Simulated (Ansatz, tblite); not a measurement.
Isomers of Al$_{6}$N⁻ (singlet), found by a short tight-binding search and relaxed with PBE0-D4/def2-SVPD in Ansatz.

The xTB rows come from tblite. Correlated methods freeze 31 core orbitals.

Run but left out: HF/def2-TZVPD (A: restricted singlet, unstable towards broken spin symmetry).

A: The restricted singlet is unstable towards broken spin symmetry in Hartree–Fock (as tested in another run); at PBE-D4/def2-TZVPD, revPBE-D4/def2-TZVPD, BLYP-D4/def2-TZVPD, r2SCAN-D4/def2-TZVPD and others this wasn't settled. At CCSD(T)/def2-TZVPD T1 of the charge -1 singlet is large (up to 0.026), so the single-reference result is doubtful. At CCSD(T)/def2-TZVPD the restricted singlet (for correlated methods, its reference) is unstable: a solution with broken spin symmetry lies lower. B: The restricted singlet is unstable towards broken spin symmetry in Hartree–Fock (as tested in another run); at PBE-D4/def2-TZVPD, revPBE-D4/def2-TZVPD, BLYP-D4/def2-TZVPD, r2SCAN-D4/def2-TZVPD and others this wasn't settled. At CCSD(T)/def2-TZVPD T1 of the charge -1 singlet is large (up to 0.026), so the single-reference result is doubtful. At CCSD(T)/def2-TZVPD the restricted singlet (for correlated methods, its reference) is unstable: a solution with broken spin symmetry lies lower. C: The restricted singlet is unstable towards broken spin symmetry in Hartree–Fock (as tested in another run); at PBE-D4/def2-TZVPD, revPBE-D4/def2-TZVPD, BLYP-D4/def2-TZVPD, r2SCAN-D4/def2-TZVPD and others this wasn't settled. At CCSD(T)/def2-TZVPD T1 of the charge -1 singlet is large (up to 0.030), so the single-reference result is doubtful. At CCSD(T)/def2-TZVPD the restricted singlet (for correlated methods, its reference) is unstable: a solution with broken spin symmetry lies lower. D: The restricted singlet is unstable towards broken spin symmetry in Hartree–Fock (as tested in another run); at PBE-D4/def2-TZVPD, revPBE-D4/def2-TZVPD, BLYP-D4/def2-TZVPD, r2SCAN-D4/def2-TZVPD and others this wasn't settled. At CCSD(T)/def2-TZVPD T1 of the charge -1 singlet is large (up to 0.029), so the single-reference result is doubtful. At CCSD(T)/def2-TZVPD the restricted singlet (for correlated methods, its reference) is unstable: a solution with broken spin symmetry lies lower.

Other spin states weren't relaxed.

A:

```
atom   x (Å)   y (Å)   z (Å)
  N1  -0.289  -0.100  -0.275
 Al2   0.192  -1.544   1.344
 Al3   0.737   0.957   1.419
 Al4   0.626  -1.580  -1.221
 Al5   1.610   0.818  -0.985
 Al6  -1.966  -0.153   0.726
 Al7  -0.911   1.601  -1.008
```

B:

```xyz
7

N     0.061    0.078   -0.414
Al    1.986   -0.354   -0.564
Al   -0.877    0.166    1.651
Al   -1.214   -1.160   -1.229
Al    0.960    1.684    0.668
Al   -1.253    1.471   -0.857
Al    0.336   -1.886    0.745
```

C:

```
atom   x (Å)   y (Å)   z (Å)
  N1   1.359  -0.393   0.414
 Al2  -1.868  -0.563   1.475
 Al3   0.013  -1.357  -0.327
 Al4   0.294   0.952   1.361
 Al5   2.621   0.495  -0.583
 Al6  -2.219  -0.495  -1.182
 Al7  -0.200   1.361  -1.159
```

D:

```xyz
7

N     0.207   -0.136    0.411
Al   -0.991    0.631    1.773
Al    1.979    0.695    0.275
Al   -0.303    1.820   -0.482
Al    0.231   -2.094    0.242
Al   -1.772   -0.520   -0.469
Al    0.649   -0.396   -1.750
```

Problem. Estimate which lies lowest at each level, and how far above it the others are (kJ/mol).

Solution. 
```json
{"level": "GFN1-xTB", "A": "3.3", "B": "0.0", "C": "199.5", "D": "85.4"}
{"level": "GFN2-xTB", "A": "16.7", "B": "16.7", "C": "0.0", "D": "7.0"}
{"level": "PBE-D4/def2-TZVPD", "A": "0.5", "B": "0.0", "C": "38.7", "D": "24.3"}
{"level": "revPBE-D4/def2-TZVPD", "A": "0.5", "B": "0.0", "C": "33.6", "D": "24.3"}
{"level": "BLYP-D4/def2-TZVPD", "A": "0.0", "B": "0.0", "C": "24.3", "D": "31.0"}
{"level": "r2SCAN-D4/def2-TZVPD", "A": "0.4", "B": "0.0", "C": "43.1", "D": "25.4"}
{"level": "PBE0-D4/def2-TZVPD", "A": "0.0", "B": "0.0", "C": "44.2", "D": "26.1"}
{"level": "RPA@PBE/def2-TZVPD", "A": "0.0", "B": "0.4", "C": "30.5", "D": "22.5"}
{"level": "MP2/def2-TZVPD", "A": "0.7", "B": "0.0", "C": "71.0", "D": "31.4"}
{"level": "CCSD/def2-TZVPD", "A": "0.0", "B": "1.0", "C": "34.5", "D": "30.1"}
{"level": "CCSD(T)/def2-TZVPD", "A": "0.0", "B": "0.2", "C": "37.3", "D": "26.8"}
```
Point groups (tolerance 0.1 Å): A Cs, B not assigned, C not assigned, D not assigned. Lower isomers may exist.
